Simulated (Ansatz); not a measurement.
Be₄S₄⁺. The state is a doublet with charge 1. Geometry PBE-D4/def2-SVP.

```xyz
8

Be    0.678    0.946    1.318
Be    0.798   -0.027   -1.202
Be   -0.458   -1.317    0.371
Be   -1.042    0.890   -0.103
S    -1.205   -0.631   -1.481
S    -0.977    0.038    1.859
S     0.826    1.889   -0.397
S     1.380   -1.788   -0.365
```

LC-ωPBE has ω = 0.4 bohr⁻¹. Another isomer (doublet) lies 0.12 eV lower at PBE0-D4/def2-TZVP; other spin states weren't run for this one.

(1) Estimate the α-spin orbital energies around the gap (eV) in Ansatz with HF/STO-3G, PBE-D4/def2-TZVP, revPBE-D4/def2-TZVP, PBE0-D4/def2-SVP, LC-ωPBE/def2-TZVP.

## Answers

(1) 
```
orbital  HF/STO-3G  PBE-D4/def2-TZVP  revPBE-D4/def2-TZVP  PBE0-D4/def2-SVP  LC-ωPBE/def2-TZVP
 HOMO−5     -14.33            -12.41               -12.35            -13.94             -16.24
 HOMO−4     -14.31            -12.19               -12.14            -13.72             -16.00
 HOMO−3     -14.16            -12.08               -12.01            -13.55             -15.95
 HOMO−2     -13.34            -11.76               -11.70            -13.26             -15.47
 HOMO−1     -12.90            -11.58               -11.52            -12.97             -15.13
   HOMO     -12.84            -11.24               -11.19            -12.79             -15.03
   LUMO      -1.93             -8.04                -7.91             -7.47              -5.21
 LUMO+1      -0.83             -7.11                -6.99             -6.58              -4.28
 LUMO+2       0.66             -6.42                -6.30             -5.69              -3.37
 LUMO+3       1.82             -5.53                -5.40             -4.77              -2.54
 LUMO+4       1.97             -5.43                -5.31             -4.76              -2.51
 LUMO+5       4.68             -4.69                -4.60             -3.86              -1.90
 β HOMO     -12.56            -11.51               -11.45            -12.88             -15.07
 β LUMO      -2.45            -10.18               -10.09             -9.65              -7.06
```
